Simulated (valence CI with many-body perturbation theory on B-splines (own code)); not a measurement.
**Nb III: electric-dipole lines**

Method: valence CI with perturbative core correlation (CI+MBPT): three valence electrons over a frozen Dirac-Fock core [Kr], radial functions for each j: 7 s, 7 p, 8 d, 6 f, 4 g, 1 h, with the one-electron correlation potential Σ1, the two-electron term Σ2, the three-electron term Σ3, Breit, model QED; selected CI, second order for the rest, scaled by the run's own slope (own B-spline code, finite nucleus).

Set against measurement, 24 paired levels are off by 551 cm⁻¹ on average, the worst by 1058. These come from a selection out of Shadmi, J. Res. Natl. Bur. Stand. 70A, 435 (1966). Levels without a partner in it may be off by more, other configurations by 1,000 to 8,000 cm⁻¹.

Lines 251 to 300 of 542 in falling wavelength, among levels below 139162 cm⁻¹, chosen from the strongest by gf and those to the six lowest levels. Wavelengths and rates use the calculated energies, so an error of 600 cm⁻¹ moves a line at 1992 Å by 1.2 % and its rate by three times that or more. Electric multipoles are in the length gauge, E1 and E2 with the static RPA response of the core. Weak lines are less certain than strong ones. Lines between different terms over intervals too small for the method are left out, as are lines whose strength nearly cancels. Where a level lies close to another of its J and parity, the split of strength between their lines is uncertain. The highest levels of a list are the least certain.

Names give the largest LS component (configuration and term), which can be under half, so a name can repeat, a term be missing and a line seem to break the LS rules; names also repeat where a configuration has a term twice. Letters in brackets count levels of one name in rising energy.

```tsv
λ vac (Å)	Upper	Lower	A (s⁻¹)	log gf	Branch %
1992	4d2 5d 2F_5/2 [d]	4d2 5p 2F°_5/2 [b]	3.10e+08	0.04	35.7
1990	4d2 5d 4H_7/2	4d2 5p 4F°_5/2 [b]	2.46e+08	0.07	21.6
1989	4d2 5d 2G_7/2 [c]	4d2 5p 2H°_9/2	8.26e+07	-0.41	7.2
1987	4d2 5d 4D_5/2 [b]	4d2 5p 4P°_3/2	1.19e+08	-0.37	12.1
1983	4d2 6s 4F_7/2	4d2 5p 4F°_9/2	1.15e+08	-0.26	11.6
1981	4d2 5d 2I_13/2	4d2 5p 2H°_11/2	1.02e+09	0.92	100.0
1981	4d2 5d 2F_7/2 [b]	4d2 5p 2F°_7/2 [b]	1.65e+08	-0.11	16.1
1980	4d2 6s 4F_5/2	4d2 5p 4F°_7/2	1.28e+08	-0.34	12.9
1979	4d2 6s 4P_5/2	4d2 5p 4P°_3/2	2.73e+08	-0.02	27.7
1977	4d2 6s 2G_9/2 [b]	4d2 5p 2H°_11/2	3.73e+08	0.34	37.3
1975	4d2 5d 2F_5/2 [a]	4d2 5p 4F°_5/2 [b]	2.84e+08	0.00	27.1
1974	4d2 5d 4P_1/2 [a]	4d2 5p 4D°_3/2 [a]	5.60e+08	-0.18	58.4
1973	4d2 5d 4G_7/2	4d2 5p 4F°_5/2 [b]	1.36e+08	-0.20	12.0
1972	4d2 5d 4G_11/2	4d2 5p 4F°_9/2	2.96e+08	0.32	26.5
1971	4d2 6s 2D_3/2	4d2 5p 2P°_1/2 [a]	1.90e+08	-0.35	19.0
1970	4d2 5d 4G_9/2	4d2 5p 4F°_7/2	2.96e+08	0.24	26.3
1967	4d2 5d 4D_1/2 [b]	4d2 5p 4P°_1/2	5.70e+08	-0.18	57.7
1966	4d2 5d 2G_9/2 [b]	4d2 5p 2F°_7/2 [b]	7.45e+08	0.63	71.1
1964	4d2 5d 4F_9/2 [b]	4d2 5p 2G°_7/2 [b]	1.82e+08	0.02	16.2
1964	4d2 5d 2G_7/2 [b]	4d2 5p 4D°_5/2 [b]	1.06e+08	-0.31	10.1
1964	4d2 5d 4P_5/2 [a]	4d2 5p 4D°_7/2 [a]	4.69e+08	0.21	47.2
1962	4d2 5d 4P_3/2 [a]	4d2 5p 4D°_5/2 [a]	4.93e+08	0.06	51.2
1961	4d2 5d 4D_5/2 [a]	4d2 5p 4F°_7/2	2.53e+08	-0.06	24.1
1961	4d2 5d 4D_7/2 [a]	4d2 5p 4F°_9/2	2.44e+08	0.05	23.2
1961	4d2 5d 4G_5/2	4d2 5p 4F°_3/2	4.70e+08	0.21	42.0
1960	4d2 5d 4D_3/2 [b]	4d2 5p 4P°_1/2	2.61e+08	-0.22	25.4
1960	4d2 5d 2F_7/2 [d]	4d2 5p 2F°_7/2 [c]	3.66e+08	0.23	41.3
1959	4d2 5d 2P_3/2 [a]	4d2 5p 2D°_5/2 [a]	2.86e+08	-0.18	29.2
1958	4d2 6s 2F_7/2	4d2 5p 4D°_5/2 [a]	1.10e+08	-0.30	11.5
1957	4d2 5d 2P_1/2 [b]	4d2 5p 2P°_1/2 [a]	3.60e+08	-0.38	37.0
1957	4d2 5d 2F_5/2 [a]	4d2 5p 4F°_5/2 [a]	1.40e+08	-0.32	13.3
1957	4d2 5d 2F_5/2 [b]	4d2 5p 2F°_5/2 [a]	1.46e+08	-0.30	14.1
1956	4d 5s 5p 2D°_5/2 [b]	4d 5s2 2D_5/2	3.13e+08	0.03	11.1
1956	4d2 5d 4G_7/2	4d2 5p 4F°_5/2 [a]	2.03e+08	-0.03	17.9
1955	4d2 5d 2H_11/2 [b]	4d2 5p 2H°_11/2	4.24e+08	0.46	38.2
1952	4d2 6s 2D_5/2	4d2 5p 2F°_5/2 [a]	1.54e+08	-0.28	15.5
1952	4d2 5d 2F_7/2 [c]	4d2 5p 2G°_7/2 [b]	1.44e+08	-0.18	14.2
1951	4d2 5d 2D_5/2 [b]	4d2 5p 4P°_3/2	2.79e+08	-0.02	28.6
1950	4d2 6s 2D_3/2	4d2 5p 2F°_5/2 [a]	2.93e+08	-0.17	29.3
1949	4d2 5d 4G_11/2	4d2 5p 4G°_11/2	4.41e+08	0.48	39.4
1949	4d2 5d 4P_5/2 [b]	4d2 5p 4P°_5/2	4.49e+08	0.19	45.5
1948	4d2 6s 4F_7/2	4d2 5p 4F°_7/2	2.08e+08	-0.02	20.9
1946	4d2 5d 2F_7/2 [a]	4d2 5p 4F°_5/2 [b]	1.93e+08	-0.06	18.4
1944	4d2 5d 2P_1/2 [a]	4d2 5p 2D°_3/2 [a]	4.90e+08	-0.26	49.9
1944	4d2 5d 4F_7/2 [b]	4d2 5p 2D°_5/2 [b]	1.75e+08	-0.10	15.8
1943	4d2 6s 4P_5/2	4d2 5p 4D°_7/2 [b]	3.09e+08	0.02	31.4
1942	4d2 6s 4F_9/2	4d2 5p 4F°_9/2	3.09e+08	0.24	30.8
1941	4d2 5d 2I_11/2	4d2 5p 2H°_9/2	1.00e+09	0.83	94.7
1941	4d2 5d 4D_3/2 [a]	4d2 5p 4F°_5/2 [a]	2.46e+08	-0.26	23.2
1940	4d2 5d 2F_7/2 [b]	4d2 5p 2F°_5/2 [a]	2.33e+08	0.02	22.8
```

Task: How does gf follow from A for the line at 1966 Å?

Result: gf = 1.4992 × (2J+1)_upper × A / σ², with σ = 50877 cm⁻¹ and 2J+1 = 10: gf = 4.31.
